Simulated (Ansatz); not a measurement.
Cartesian coordinates in Å:
```
C 0.3486 -0.4164 1.2892
Si -0.2476 -0.9977 -0.4173
Si -0.2032 1.2598 -0.9509
S 0.9860 1.2554 0.8523
H -0.4542 -0.3263 2.0222
H 1.1554 -1.0082 1.7235
H 0.8323 -1.7475 -1.1129
H -1.4879 -1.8235 -0.4304
H -1.4654 2.0427 -0.8368
H 0.5361 1.7617 -2.1389
```

Total charge 0; spin multiplicity 1.

Task: List the PBE0/def2-TZVPP orbital energies in eV (Ansatz). (Estimate.)

Result: The calculation gave: Occupied: -2422.27, -1802.96, -1802.71, -279.00, -217.58, -161.42, -161.33, -161.22, -145.26, -145.05, -99.96, -99.89, -99.89, -99.71, -99.69, -99.69, -21.86, -17.76, -15.52, -13.62, -12.42, -11.39, -10.28, -10.08, -9.66, -8.44, -7.75, -6.88. Lowest empty: -0.59, -0.39, 0.09, 0.95, 1.56, 1.73, 2.23, 2.42.
